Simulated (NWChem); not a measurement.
The numbers come from NWChem runs, not from measurements. System: H₅GaO₂Si, charge 1, spin multiplicity 2, at the geometry of a parent with another charge or spin, in a state set for the comparison that need not be this species' ground state. Its SCF solution wasn't tested for a lower state. Level: UHF/def2-TZVP.

NWChem printed:

```
             Northwest Computational Chemistry Package (NWChem) 7.3.0
             --------------------------------------------------------

                                NWChem Input Module
                                -------------------

 Scaling coordinates for geometry "geometry" by  1.889725989
 (inverse scale =  0.529177249)

                             Geometry "geometry" -> ""
                             -------------------------

 Output coordinates in angstroms (scale by  1.889725989 to convert to a.u.)

  No.       Tag          Charge          X              Y              Z
 ---- ---------------- ---------- -------------- -------------- --------------
    1 Ga                  31.0000    -0.28784600     0.07371100    -0.19992700
    2 O                    8.0000    -1.62877800    -1.09915000    -0.36033800
    3 H                    1.0000    -2.36839100    -0.84299700    -0.91939600
    4 O                    8.0000    -0.41025100     1.62192900    -1.08775400
    5 H                    1.0000    -1.20166800     1.76003200    -1.61693500
    6 Si                  14.0000     1.62115100    -0.41560300     1.14557000
    7 H                    1.0000     2.11082400     0.82366600     1.81960900
    8 H                    1.0000     2.71536200    -0.95309600     0.28016500
    9 H                    1.0000     1.28320000    -1.43642100     2.18106600

 Effective nuclear repulsion energy (a.u.)     352.5767130661

            Nuclear Dipole moment (a.u.)
            ----------------------------
        X                 Y               Z
 ---------------- ---------------- ----------------
    -0.0000321253     0.0000283459     0.0000302356


 Summary of "ao basis" -> "" (spherical)
 ------------------------------------------------------------------------------
       Tag                 Description            Shells   Functions and Types
 ---------------- ------------------------------  ------  ---------------------
 *                         def2-tzvp                  on all atoms

 Summary of "ao basis" -> "ao basis" (spherical)
 ------------------------------------------------------------------------------
       Tag                 Description            Shells   Functions and Types
 ---------------- ------------------------------  ------  ---------------------
 Ga                        def2-tzvp                16       48   6s5p4d1f
 O                         def2-tzvp                11       31   5s3p2d1f
[...]
          18.260435618483         774.900920736577         143.541386033593
        -299.804408562855         143.541386033593         782.109913783045

  Mulliken analysis of the total density
  --------------------------------------

    Atom       Charge   Shell Charges
 -----------   ------   -------------------------------------------------------
    1 Ga  31    29.92   2.00  2.00  1.16  0.81  0.63  0.08  5.98  4.45  1.55  0.80  0.08  8.90  1.13  0.08  0.17  0.08
    2 O    8     8.63   0.79  1.18  0.56  0.95  0.29  1.84  2.06  0.94  0.00  0.02  0.00
    3 H    1     0.62   0.24  0.31  0.02  0.05
    4 O    8     8.63   0.79  1.18  0.56  0.95  0.29  1.84  2.06  0.94  0.00  0.02  0.00
    5 H    1     0.62   0.24  0.31  0.02  0.05
    6 Si  14    13.91   2.00  0.59  1.39  0.89  0.54  4.12  1.73  0.51  1.54  0.34  0.10  0.14  0.02
    7 H    1     0.89   0.22  0.53  0.13  0.01
    8 H    1     0.89   0.22  0.53  0.13  0.01
    9 H    1     0.89   0.22  0.53  0.13  0.01

  Mulliken analysis of the alpha density
  --------------------------------------

    Atom       Charge   Shell Charges
 -----------   ------   -------------------------------------------------------
    1 Ga  31    15.12   1.00  1.00  0.58  0.40  0.36  0.03  2.99  2.23  0.77  0.50  0.05  4.45  0.57  0.05  0.09  0.04
    2 O    8     4.34   0.40  0.59  0.28  0.48  0.14  0.93  1.04  0.47  0.00  0.01  0.00
    3 H    1     0.31   0.12  0.16  0.01  0.03
    4 O    8     4.34   0.40  0.59  0.28  0.48  0.14  0.93  1.04  0.47  0.00  0.01  0.00
    5 H    1     0.31   0.12  0.16  0.01  0.03
    6 Si  14     7.17   1.00  0.29  0.69  0.45  0.27  2.07  0.86  0.28  0.91  0.19  0.06  0.08  0.01
    7 H    1     0.47   0.12  0.28  0.07  0.01
    8 H    1     0.47   0.12  0.28  0.07  0.01
    9 H    1     0.47   0.12  0.28  0.07  0.01

   Mulliken analysis of the beta density
   -------------------------------------

    Atom       Charge   Shell Charges
 -----------   ------   -------------------------------------------------------
    1 Ga  31    14.80   1.00  1.00  0.58  0.41  0.27  0.04  2.99  2.22  0.78  0.30  0.03  4.45  0.57  0.02  0.08  0.04
    2 O    8     4.29   0.40  0.59  0.28  0.47  0.15  0.90  1.02  0.47  0.00  0.01  0.00
    3 H    1     0.31   0.12  0.16  0.01  0.03
    4 O    8     4.29   0.40  0.59  0.28  0.47  0.15  0.90  1.02  0.47  0.00  0.01  0.00
    5 H    1     0.31   0.12  0.16  0.01  0.03
    6 Si  14     6.74   1.00  0.29  0.69  0.44  0.27  2.05  0.87  0.23  0.63  0.15  0.04  0.06  0.01
    7 H    1     0.42   0.11  0.25  0.06  0.01
    8 H    1     0.42   0.11  0.25  0.06  0.01
    9 H    1     0.42   0.11  0.25  0.06  0.01

   Mulliken analysis of the spin density
   -------------------------------------

    Atom       Charge   Shell Charges
 -----------   ------   -------------------------------------------------------
    1 Ga  31     0.32   0.00  0.00  0.00 -0.01  0.08 -0.01  0.00  0.01 -0.01  0.20  0.02 -0.01  0.00  0.03  0.00  0.00
    2 O    8     0.05   0.00 -0.00  0.00  0.00 -0.00  0.03  0.02 -0.01  0.00  0.00  0.00
    3 H    1     0.01   0.00  0.00  0.00  0.00
    4 O    8     0.05   0.00 -0.00  0.00  0.00 -0.00  0.03  0.02 -0.01  0.00  0.00  0.00
    5 H    1     0.01   0.00  0.00  0.00  0.00
    6 Si  14     0.43   0.00  0.00 -0.00  0.00  0.00  0.01 -0.01  0.06  0.28  0.04  0.02  0.03  0.00
    7 H    1     0.04   0.01  0.03  0.01  0.00
    8 H    1     0.05   0.01  0.03  0.01  0.00
    9 H    1     0.04   0.01  0.02  0.01  0.00

       Multipole analysis of the density wrt the origin
       ------------------------------------------------

     L   x y z        total         alpha         beta         nuclear
     -   - - -        -----         -----         ----         -------
     0   0 0 0      1.000000    -33.000000    -32.000000     66.000000

     1   1 0 0      1.066637     -0.249622      1.316291     -0.000032
     1   0 1 0     -0.272446      0.064398     -0.336873      0.000028
     1   0 0 1      0.764212     -0.171183      0.935364      0.000030

     2   2 0 0    -17.749579   -159.399318   -152.823028    294.472766
     2   1 1 0     -4.948956      5.042056      3.944551    -13.935564
     2   1 0 1      8.014073    -82.725771    -79.136254    169.876098
     2   0 2 0    -31.599422    -89.625939    -87.513457    145.539974
     2   0 1 1     -0.561108     39.616216     38.528363    -78.705687
     2   0 0 2    -22.399366    -87.591890    -83.800948    148.993472

 Task  times  cpu:      394.2s     wall:      394.2s

 Total times  cpu:      394.2s     wall:      394.2s
```

Task: Write an NWChem input that would produce this output.

Result: Several could match; the one computed here: 
```
start mol
memory heap 200 mb stack 800 mb global 1000 mb
charge 1
geometry units angstroms nocenter noautoz noautosym
  Ga    -0.287846     0.073711    -0.199927
  O     -1.628778    -1.099150    -0.360338
  H     -2.368391    -0.842997    -0.919396
  O     -0.410251     1.621929    -1.087754
  H     -1.201668     1.760032    -1.616935
  Si     1.621151    -0.415603     1.145570
  H      2.110824     0.823666     1.819609
  H      2.715362    -0.953096     0.280165
  H      1.283200    -1.436421     2.181066
end
basis spherical
  * library def2-tzvp
end
scf
  uhf
  nopen 1
  maxiter 100
  thresh 1e-7
  semidirect memsize 60000000 filesize 0
end
task scf energy
```
